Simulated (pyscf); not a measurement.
Structures and frequencies: ωB97X-D3(BJ)/def2-SVP in PySCF. MP2 and CC: frozen core, UHF for open shells. ΔMP2 is the change of the MP2 total energy from the triple- to the quadruple-zeta basis.

Q: PBE/def2-TZVP puts the barrier of Cl–GeH₃ + germylene (GeH₂) [singlet] -> Cl–GeH₂–GeH₃ (insertion; singlet surface; Cl–Ge broken, Ge–Ge, Cl–Ge formed) at -6.5 kcal/mol and the reaction energy at -47.2 kcal/mol, from the separated reactants. What do M06-2X/def2-TZVP, ωB97M-D3(BJ)/def2-TZVP, CCSD(T)/def2-TZVPP + ΔMP2(QZVPP) give on the same structures?

A: M06-2X: ΔE‡ = -1.9 kcal/mol, ΔE = -45.2 kcal/mol; ωB97M-D3(BJ): ΔE‡ = 0.9 kcal/mol, ΔE = -44.3 kcal/mol; CCSD(T): ΔE‡ = -0.6 kcal/mol, ΔE = -48.6 kcal/mol. PBE's barrier lies under all of them, by 4.6 to 7.3 kcal/mol. Its reaction energy lies among theirs. Low barriers are usual for a GGA, whose delocalisation error favours stretched bonds. On the reactant side the descent ends in an adduct with a Cl–Ge contact, 12.8 kcal/mol under the separated species and 7.3 kcal/mol under the saddle at ωB97X-D3(BJ)/def2-TZVP. At PBE, M06-2X, CCSD(T) the saddle lies under the separated reactants, which points to a path from their complex (located at ωB97X-D3(BJ) alone). What is counted as formed (Cl–Ge) is already present as a longer contact in the reactant adduct; forming that adduct is a step of its own. At ωB97X-D3(BJ) the barrier from the zero used here is -5.5 kcal/mol. One saddle was located; it need not be the lowest between these sides. The CCSD(T) − MP2 part came from Ansatz, without density fitting, on the same reference. The frozen core leaves the outer d or s,p core shells of the metals and heavy elements correlated in the MP2 and CC values, and def2-TZVPP describes them poorly, which can shift differences by a few kcal/mol. Elements up to Kr have no core potential and no relativistic terms here.
